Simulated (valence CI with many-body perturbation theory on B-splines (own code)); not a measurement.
**Valence orbitals of Tl⁴¹⁺**

Calculated by relativistic CI+MBPT: four valence electrons over a frozen Dirac-Fock core [Kr], a basis of 9 s, 9 p, 10 d, 8 f, 5 g, 3 h, 1 i functions for each j, with the one-electron correlation potential Σ1, the two-electron term Σ2, the three-electron term Σ3, Breit, model QED; selected CI, second order for the rest (own B-spline code, finite nucleus).

The last digits are not significant, and no measured levels were compared; by estimate large intervals hold to a few tenths of a per cent, small ones and those within an open d or f shell to about a per cent. Only levels of the ground parity were solved; by the run's estimate the other parity begins above the list, which can be wrong where configurations are misplaced.

These are the spectroscopic orbitals of the CI (the correlating ones are not listed), shaped by the core and the other valence electrons. h is the expectation value of the core's Dirac-Fock operator, without the valence repulsion; Σ1 is computed up to l = 3 at one energy for each symmetry, that of its lowest orbital but kept below the first core excitation, so for empty shells it is not the orbital's own correlation shift; Breit and QED include the response of the core.

```tsv
Orbital	h (hartree)	Σ1 (cm⁻¹)	Breit (cm⁻¹)	QED (cm⁻¹)	⟨r⟩ (bohr)
5s1/2	-56.01	-11955	7334	5613	0.6286
6s1/2	-36.549	-4781	3879	3010	0.9611
7s1/2	-25.76	-2497	2254	1783	1.367
5p1/2	-53.876	-12159	11292	280	0.6339
6p1/2	-35.394	-5008	6113	158	0.9728
7p1/2	-25.065	-2656	3595	96.2	1.385
5p3/2	-51.486	-10499	6344	727	0.6656
6p3/2	-34.12	-4493	3496	405	1.011
7p3/2	-24.304	-2422	2308	245	1.430
4d3/2	-80.908	-23938	12040	-1085	0.3690
5d3/2	-48.15	-11500	5245	-388	0.6641
6d3/2	-32.311	-5267	2843	-203	1.025
4d5/2	-79.742	-22961	7324	-460	0.3756
5d5/2	-47.635	-11264	3260	-127	0.6721
6d5/2	-32.03	-5140	1779	-63.0	1.035
4f5/2	-71.495	-47685	3456	-952	0.3453
5f5/2	-44.122	-11195	1640	-348	0.6588
4f7/2	-71.176	-41672	600	-715	0.3481
5f7/2	-43.974	-10803	434	-244	0.6616
5g7/2	-41.415		-144	-161	0.6161
5g9/2	-41.364		-441	-119	0.6175
```

Among the shells of the start configuration 4d4, Σ1 is largest in size for 4d3/2, where it is 0.13 % of h.

Lowest root of each symmetry, sizes in configuration state functions:

| J | Parity | Roots | Reference | Variational | Second order | Change by selected CI (cm⁻¹) | Change by second order (cm⁻¹) |
| --- | --- | --- | --- | --- | --- | --- | --- |
| 0 | even | 5 | 26 | 9320 | 40407 | -6077 | -2 |
| 1 | even | 4 | 44 | 17962 | 107462 | -4975 | -9 |
| 2 | even | 8 | 78 | 25738 | 164578 | -6128 | -18 |
| 3 | even | 6 | 77 | 24365 | 204507 | -6433 | -30 |
| 4 | even | 7 | 85 | 24962 | 216559 | -6293 | -34 |
| 5 | even | 2 | 63 | 22831 | 154308 | -5985 | -17 |
| 6 | even | 2 | 54 | 19344 | 179398 | -6425 | -14 |
